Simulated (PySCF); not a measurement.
O: excitation energy

O [He] 2s2 2p4 (3P) → O [He] 2s1 2p5 (3P), as a difference of total energies. All numbers are calculated (PySCF 2.14, scalar relativity by spin-free X2C-1e, in aug-cc-pCVTZ-DK with one added diffuse shell each of s, p, d, f type (8s7p5d3f, 75 functions)). Correlated levels: valence: 1s2 frozen; valence and next inner shell: nothing frozen. The calculations carry no spin-orbit coupling.

```tsv
method	excitation energy (eV)
UHF	16.921
LDA	14.356
PBE	14.555
PBE0	15.204
r2SCAN	15.194
CAM-B3LYP	15.116
TPSSh	15.301
wB97X-V	15.356
B97-3	15.316
MP2 (valence)	16.073
SCS-MP2 (valence)	16.009
MP2 (valence and next inner shell)	16.028
SCS-MP2 (valence and next inner shell)	15.984
```

**Question.** How much does correlation contribute at MP2 (valence and next inner shell)?

**Answer.** 16.028 − (16.921) = -0.893 eV, measured against UHF.

The upper state lies above the first ionisation limit, where it may autoionise and the basis confines it.
